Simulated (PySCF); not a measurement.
PySCF job for B(H)(PH2)2 (BH5P2), SMILES PBP, C-PCM-PBE0/def2-SVP. Geometry optimised at B3LYP-D3(BJ)/def2-TZVP. The values are those of a single conformer.

```python
import numpy as np
from pyscf import gto, scf, dft
from pyscf.solvent import pcm

mol = gto.M(
    atom='''
    B     0.08087280    0.72390056   -0.00000000
    H     0.03618724    1.91372185   -0.00000000
    P    -0.11198929   -0.14004735   -1.66082037
    H     0.76619696    0.62435002   -2.45815568
    H     0.69336677   -1.29025214   -1.51244119
    P    -0.11198929   -0.14004735    1.66082037
    H     0.69336677   -1.29025214    1.51244120
    H     0.76619697    0.62435002    2.45815568
    ''',
    basis='def2-SVP',
    charge=0,
    spin=0,
    max_memory=1600,
    verbose=3,
)
mf = dft.RKS(mol, xc='pbe0').density_fit(auxbasis='def2-universal-jkfit')
mf.grids.level = 3
mf.conv_tol = 1e-9
mf.max_cycle = 100
mf.kernel()
res = {}
for name, eps in {'water': 78.355, 'cyclohexanone': 15.619, 'chlorobenzene': 5.6968}.items():
    s = mf.PCM()
    s.with_solvent.method, s.with_solvent.eps, s.with_solvent.lebedev_order = 'C-PCM', eps, 29
    s.kernel(mf.make_rdm1())
    res[name] = (s.e_tot, eps, s.dip_moment(), s.mo_energy, s.converged)
    print(f'{name}: electrostatic solvation free energy {(s.e_tot - mf.e_tot) * 627.509474:.3f} kcal/mol')
```

Program output:

```
converged SCF energy = -710.010077223423

WARN: PCM is an experimental feature. It is still in testing.
Features and APIs may be changed in the future.

converged SCF energy = -710.013489430616
Dipole moment(X, Y, Z, Debye):  2.08736, -0.22642, -0.00000
water: electrostatic solvation free energy -2.141 kcal/mol

WARN: PCM is an experimental feature. It is still in testing.
Features and APIs may be changed in the future.

converged SCF energy = -710.01327992358
Dipole moment(X, Y, Z, Debye):  2.04920, -0.21871, -0.00000
cyclohexanone: electrostatic solvation free energy -2.010 kcal/mol

WARN: PCM is an experimental feature. It is still in testing.
Features and APIs may be changed in the future.

converged SCF energy = -710.012839649942
Dipole moment(X, Y, Z, Debye):  1.97104, -0.20309, -0.00000
chlorobenzene: electrostatic solvation free energy -1.733 kcal/mol
```

The calculation finished and met its thresholds.
